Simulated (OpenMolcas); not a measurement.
## Multiplet structure of Ho2+

```
Program             : OpenMolcas 26.06
Method              : XMS-CASPT2, IPEA 0.25 Eh, imaginary shift 0.1 Eh (closed shells correlated: 5s 5p)
Basis               : ANO-RCC-VTZP [8s7p5d3f2g1h]
Scalar Hamiltonian  : DKH2, point nucleus
Active space        : 11 electrons in 7 orbitals (4f)
State averaging     : 2S+1 = 4 odd, 35 roots; 2S+1 = 2 odd, 112 roots (96 in the spin-orbit step)
Spin-orbit coupling : RASSI with atomic mean-field integrals over the reference wave functions, term energies averaged over their components
```

Spin-free terms above the lowest, with the occupations of the reference:

```csv
Configuration,Term,E (eV),Occupations
4f11,4I*,0.0000,4f 11.00
4f11,4F*,1.661,4f 11.00
4f11,4S*,1.665,4f 11.00
4f11,2H*(1),1.872,4f 11.00
4f11,2G*,2.436,4f 11.00
4f11,4G*,2.629,4f 11.00
4f11,2K*,2.832,4f 11.00
4f11,2P*,3.282,4f 11.00
4f11,2D*(1),3.282,4f 11.00
4f11,4D*,4.326,4f 11.00
4f11,2I*,4.483,4f 11.00
4f11,2L*,4.590,4f 11.00
4f11,2D*(2),4.992,4f 11.00
4f11,2H*(2),5.034,4f 11.00
4f11,2F*,5.903,4f 11.00
```

With spin-orbit coupling, above the lowest level:

| Configuration | Term | J | E (eV) | Measured (eV) | Term weight % | Second |
| --- | --- | --- | --- | --- | --- | --- |
| 4f11 | 4I* | 15/2 | 0.0000 | 0.0000 | 98 | 2 2K* |
| 4f11 | 4I* | 13/2 | 0.690 | 0.6744 | 99 |  |
| 4f11 | 4I* | 11/2 | 1.109 | 1.0717 | 87 | 12 2H*(1) |
| 4f11 | 4I* | 9/2 | 1.394 | 1.3354 | 71 | 19 2H*(1) |
| 4f11 | 4F* | 9/2 | 1.811 | 1.6527 | 68 | 18 2G* |
| 4f11 | 4S* | 3/2 | 2.235 |  | 76 | 15 2P* |
| 4f11 | 2H*(1) | 11/2 | 2.284 | 2.0942 | 62 | 26 4G* |
| 4f11 | 4F* | 7/2 | 2.404 | 2.2152 | 93 | 7 2G* |
| 4f11 | 4F* | 5/2 | 2.608 | 2.4022 | 88 | 10 2D*(1) |
| 4f11 | 4F* | 3/2 | 2.651 |  | 70 | 18 2D*(1) |
| 4f11 | 2G* | 9/2 | 2.830 |  | 32 | 31 2H*(1) |
| 4f11 | 4G* | 11/2 | 3.145 |  | 71 | 26 2H*(1) |
| 4f11 | 4G* | 9/2 | 3.273 | 2.9609 | 79 | 14 2H*(1) |
| 4f11 | 2G* | 7/2 | 3.322 |  | 59 | 34 4G* |
| 4f11 | 2K* | 15/2 | 3.359 |  | 93 | 4 2L* |
| 4f11 | 2P* | 3/2 | 3.754 |  | 39 | 27 2D*(1) |
| 4f11 | 2K* | 13/2 | 3.939 |  | 93 | 6 2I* |
| 4f11 | 4G* | 5/2 | 3.963 |  | 94 | 5 2F* |
| 4f11 | 4G* | 7/2 | 3.977 |  | 64 | 34 2G* |
| 4f11 | 2P* | 1/2 | 4.019 |  | 94 | 6 4D* |
| 4f11 | 2G* | 9/2 | 4.157 |  | 40 | 36 2H*(1) |
| 4f11 | 2D*(1) | 5/2 | 4.173 |  | 76 | 11 4F* |
| 4f11 | 4D* | 5/2 | 4.750 |  | 57 | 30 2D*(2) |
| 4f11 | 4D* | 7/2 | 4.856 |  | 96 | 3 2F* |
| 4f11 | 2D*(1) | 3/2 | 4.982 |  | 46 | 36 2P* |
| 4f11 | 2I* | 11/2 | 5.103 |  | 70 | 28 2H*(2) |
| 4f11 | 2L* | 17/2 | 5.179 |  | 100 |  |
| 4f11 | 4D* | 3/2 | 5.206 |  | 68 | 23 2D*(2) |
| 4f11 | 2I* | 13/2 | 5.344 |  | 94 | 6 2K* |
| 4f11 | 4D* | 1/2 | 5.659 |  | 94 | 6 2P* |
| 4f11 | 2L* | 15/2 | 5.829 |  | 96 | 4 2K* |
| 4f11 | 2D*(2) | 5/2 | 5.934 |  | 50 | 36 4D* |
| 4f11 | 2H*(2) | 9/2 | 5.978 |  | 99 |  |
| 4f11 | 2H*(2) | 11/2 | 6.214 |  | 69 | 29 2I* |
| 4f11 | 2D*(2) | 3/2 | 6.591 |  | 74 | 20 4D* |
| 4f11 | 2F* | 7/2 | 6.612 |  | 93 | 3 4D* |

Against the 8 measured excited levels shown (Martin, Zalubas and Hagan, Atomic Energy Levels: The Rare-Earth Elements, NSRDS-NBS 60 (1978); whole-number values converted from NIST levels in rydberg listed in Nahar, Atoms 12, 24 (2024)) the mean absolute deviation is 1200 cm-1; the largest miss in energy is 4f11 4G* 9/2: computed 3.273, measured 2.9609 eV (+10.5 %).

Spin-orbit coupling puts the lowest level 0.8438 eV below the lowest spin-free term.

For 4I* the intervals divided by the larger J are -418.9, -519.3, -742.3 cm-1. Landé's interval rule makes them equal in pure LS coupling; they differ by 58 % of their mean. The multiplet is inverted.

CASPT2 breaks the degeneracy within a term, and the mean is taken; among the terms shown or strongly mixed into the levels shown the widest spread is 840 cm-1 (4f11 2L*). High states are left out of the spin-orbit mixing, which shifts the levels that they would mix with. Some levels mix across a computed gap that differs much from the measured one, so their mixing is not that of the real levels. The CASPT2 spread within a term exceeds the gap to the next term for 4f11 2P* and 4f11 2D*(1), 4f11 2D*(2) and 4f11 2H*(2), so the order of their levels is uncertain, and so are names and mixing where such terms share a J. Measured partners are found by configuration, term and J. A level has none where our copy of the source lacks it or the pairing is in doubt (some pairs that miss far off the trend of their configuration count as doubtful), and it then counts in no deviation. Only configurations of the active space appear. The first state left out of the spin-orbit step lies near 71000 cm-1 above the lowest spin-free state of the reference (among the parities and spins computed), and the list stops at four fifths of that energy or lower.

The CASPT2 steps took 2.5 min on 1 thread of Intel(R) Xeon(R) Platinum 8488C (Sapphire Rapids), with other jobs on the host; the integral step is not counted.

The term weight is that of the spin-free term in the level, not the purity of its configuration. A number in round brackets counts repeated terms of one configuration in the order of the reference energies. * marks odd parity.
